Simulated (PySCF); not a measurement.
Below is a simulated gas-phase Si 2p photoelectron spectrum of `CN[Si@@H]([SiH3])[GeH3]`.

Every computed line was given a Gaussian of 0.4 eV full width at half maximum and an area set by the number of equivalent atoms (split 2:1 within a doublet); the highest printed point is 100. The calculation used PySCF 2.14.0, delta-SCF UKS SCAN, pcX-2 on the ionised atom, pcseg-1 elsewhere, spin-free X2C.

binding energy (eV), intensity and a bar:
```
    105.6          1 
    105.7          3 #
    105.8         11 ###
    105.9         29 #########
    106.0         57 #################
    106.1         85 ##########################
    106.2        100 ##############################
    106.3         94 ############################
    106.4         73 ######################
    106.5         51 ###############
    106.6         42 ############
    106.7         45 #############
    106.8         50 ###############
    106.9         48 ###############
    107.0         38 ###########
    107.1         23 #######
    107.2         10 ###
    107.3          3 #
    107.4          1 
    107.5          0
```

Problem. Count the maxima, the lines and the sites behind this envelope.

Solution. The curve has 2 maxima (at 106.2 and 106.8 eV). Under it lie 4 lines from 2 inequivalent silicon sites, each drawn as a 2p3/2, 2p1/2 pair. At this width some lines have no maximum of their own.

Problem. Decompose the envelope and assign each component. Numbering: `[CH3:1][NH:2][Si@@H:3]([SiH3:4])[GeH3:5]`.

Solution. 
```
position (eV)  relative area      line  atoms   environment
       106.12           0.67  Si 2p3/2    Si4  SiH3 silicon
       106.32           0.67  Si 2p3/2    Si3   SiH silicon
       106.74           0.33  Si 2p1/2    Si4  SiH3 silicon
       106.94           0.33  Si 2p1/2    Si3   SiH silicon
```

The 2 Si 2p3/2 values lie within 0.20 eV of each other.

The curve has no shake-up lines and no vibrational structure. 2p3/2 and 2p1/2 are the ΔSCF energy of one spin-free 2p hole plus the eigenvalues of a spin–orbit and ligand-field matrix of the shell. 2p1/2 minus 2p3/2 (ligand field included): Si 0.62 eV. The structure is a single PBE0-D3(BJ)/def2-SVP conformer in the gas phase; no vibrational or solvent corrections.

Conformer computed: `[CH3:1][NH:2][Si@@H:3]([SiH3:4])[GeH3:5]`: C1–N2–Si3–Si4 68°.
